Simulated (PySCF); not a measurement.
## Atomic charges by several schemes

Compound: C8H12P (charge +1).
Cartesian coordinates in Å at the GFN2-xTB level; atoms count from 1:
```xyz
21
C8H12P angstrom
C     -3.4389   -0.1746    0.6627
C     -2.1297   -0.2719    0.5630
C     -1.2681    0.6457   -0.2996
C     -0.3445    1.3675    0.6255
C      0.8716    0.9535    0.9843
P      1.5541   -0.5212    0.2612
C      3.3126   -0.3632   -0.1095
C      0.5720   -0.8170   -1.1919
C     -0.6132   -0.2197   -1.3251
H     -4.0058    0.5719    0.1322
H     -4.0019   -0.8471    1.2863
H     -1.5660   -1.0258    1.0978
H     -1.9270    1.3642   -0.7929
H     -0.7461    2.2737    1.0583
H      1.4887    1.5052    1.6802
H      1.4344   -1.5830    1.1424
H      3.8688   -0.1793    0.8106
H      3.4655    0.4701   -0.7972
H      3.6762   -1.2829   -0.5698
H      0.9873   -1.4552   -1.9600
H     -1.1988   -0.3941   -2.2176
```

Density: PBE0/pcSseg-1 (PySCF); schemes: Mulliken, IAO, Hirshfeld and ESP-fitted. Geometry: GFN2-xTB, one conformer, isolated ion.

**Question.** At which atom do the 4 schemes differ most?

**Answer.** At P6: from +0.463 (Hirshfeld) to +1.090 e (IAO), 0.627 e apart.

**Question.** Do the Mulliken, IAO, Hirshfeld and ESP-fitted schemes agree on where the charge is highest?

**Answer.** All schemes agree: Mulliken P6 (+0.685); IAO P6 (+1.090); Hirshfeld P6 (+0.463); ESP-fitted P6 (+0.863).

**Question.** What partial charge does each atom carry?

**Answer.** In e:

| atom | environment | Mulliken | IAO | Hirshfeld | ESP-fitted |
| --- | --- | --- | --- | --- | --- |
| C1 | terminal =CH2 carbon | -0.085 | -0.275 | -0.058 | -0.321 |
| C2 | alkene CH carbon | -0.170 | -0.141 | -0.036 | -0.242 |
| C3 | allylic carbon | -0.377 | -0.142 | -0.017 | +0.080 |
| C4 | alkene CH carbon | +0.071 | -0.051 | +0.027 | -0.022 |
| C5 | alkene CH carbon | -0.377 | -0.428 | -0.090 | -0.491 |
| P6 | phosphonium phosphorus | +0.685 | +1.090 | +0.463 | +0.863 |
| C7 | sp3 carbon bound to phosphorus | -0.473 | -0.643 | -0.117 | -0.647 |
| C8 | alkene CH carbon | -0.377 | -0.428 | -0.091 | -0.501 |
| C9 | alkene CH carbon | +0.070 | -0.051 | +0.027 | -0.014 |
| H10 | vinylic hydrogen | +0.139 | +0.167 | +0.067 | +0.194 |
| H11 | vinylic hydrogen | +0.154 | +0.183 | +0.074 | +0.205 |
| H12 | vinylic hydrogen | +0.131 | +0.145 | +0.044 | +0.184 |
| H13 | methine hydrogen | +0.169 | +0.180 | +0.074 | +0.122 |
| H14 | vinylic hydrogen | +0.160 | +0.195 | +0.086 | +0.188 |
| H15 | vinylic hydrogen | +0.177 | +0.195 | +0.077 | +0.245 |
| H16 | P–H hydrogen | +0.158 | +0.014 | +0.050 | +0.035 |
| H17 | methyl hydrogen | +0.201 | +0.199 | +0.086 | +0.223 |
| H18 | methyl hydrogen | +0.203 | +0.201 | +0.083 | +0.243 |
| H19 | methyl hydrogen | +0.201 | +0.199 | +0.086 | +0.223 |
| H20 | vinylic hydrogen | +0.177 | +0.195 | +0.077 | +0.248 |
| H21 | vinylic hydrogen | +0.160 | +0.195 | +0.086 | +0.186 |

Mean size of the charges over all atoms: ESP-fitted 0.261 e, IAO 0.253 e, Mulliken 0.225 e, Hirshfeld 0.087 e. Each set sums to the total charge, 1, to within 0.001 e. The Mulliken scheme counts on each atom the diagonal of the density matrix times the overlap matrix over that atom's basis functions.

**Question.** How closely do the schemes follow one another over all atoms?

**Answer.** Correlation coefficient and root-mean-square difference: IAO with Hirshfeld 0.97, 0.231 e; IAO with ESP-fitted 0.97, 0.082 e; Mulliken with IAO 0.94, 0.128 e; Hirshfeld with ESP-fitted 0.92, 0.228 e; Mulliken with ESP-fitted 0.91, 0.141 e; Mulliken with Hirshfeld 0.90, 0.169 e.

**Question.** Sum the charges by element, for elements with more than one atom.

**Answer.** 
```csv
element,atoms,Mulliken,IAO,Hirshfeld,ESP-fitted
C,8,-1.716,-2.158,-0.355,-2.159
H,12,+2.031,+2.068,+0.892,+2.297
```

These values come from a run that also computed NMR shieldings. Time: 75 s wall. Hardware: Arm Neoverse V1, one thread (shared host).
